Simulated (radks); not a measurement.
Spherical quantum dot in the effective-mass picture: electrons in a hard-walled sphere of radius 4, all in effective atomic units (hartree* = m*/eps^2 hartree, bohr* = eps/m* bohr), one dielectric constant everywhere. Calculated with a radial shooting solver with Libxc functionals: non-relativistic Kohn-Sham, r2SCAN, spin-polarised, spherical densities, generalised Kohn-Sham scheme. Levels are named by radial order and angular momentum (1s, 1p, 1d, 2s, ...), and open shells are averaged over m. Results are scaled to m* = 0.042 and eps = 9.9, for which hartree* = 11.66 meV and bohr* = 12.47 nm.

N = 14, configuration 1s2 1p6 1d(up 5, down 1). This is the lowest configuration that the search found. Occupied and some empty levels:

level,occupation,eigenvalue (meV),<r> (nm)
1s up,1,54.917,32.49
1s down,1,55.682,32.05
1p up,3,57.077,34.02
1p down,3,57.969,33.78
1d up,5,60.732,35.30
1d down,1,61.761,35.19
1f up,0,65.672,36.36
1f down,0,66.830,36.32
2s up,0,68.243,22.45
2s down,0,68.830,22.78
2p up,0,74.864,26.26
2p down,0,75.562,26.36

Energy (meV): total 461.177, kinetic 141.42, external 0, Hartree 380.99, exchange-correlation -61.232.

Electron density:

r (nm),n(r) (e/nm^3)
3.88,3.737e-06
7.61,5.195e-06
11.3,8.049e-06
15.1,0.00001286
18.8,0.00002007
22.5,0.00002967
26.2,0.00004050
30.0,0.00004962
33.7,0.00005278
37.4,0.00004615
41.1,0.00002992
44.9,0.00001137
48.6,7.621e-07
